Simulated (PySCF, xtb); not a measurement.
Ge(H)2(vinyl)2 (C4H8Ge), SMILES C=[CH][GeH2][CH]=C. The values are those of a single conformer.

Harmonic wavenumbers (cm⁻¹) from GFN2-xTB run with xtb 6.7.1 at its own minimum, in rising order: 49, 55, 132, 254, 256, 405, 477, 484, 558, 589, 668, 692, 820, 914, 914, 995, 995, 1026, 1027, 1250, 1255, 1405, 1405, 1655, 1658, 1935, 1999, 3016, 3017, 3062, 3063, 3086, 3087.

Q: What does r2SCAN-D4/def2-SVP in PySCF give at its own minimum? (An estimate is asked for; the answer gives what the named calculation found.)

A: 58, 60, 157, 265, 268, 440, 510, 513, 592, 622, 724, 767, 866, 963, 963, 1003, 1004, 1036, 1038, 1263, 1264, 1409, 1410, 1658, 1662, 2126, 2134, 3109, 3109, 3134, 3135, 3206, 3206. Paired by order, the mean absolute difference is 45 cm⁻¹ and the zero-point energies are 60.3 and 62.4 kcal/mol.
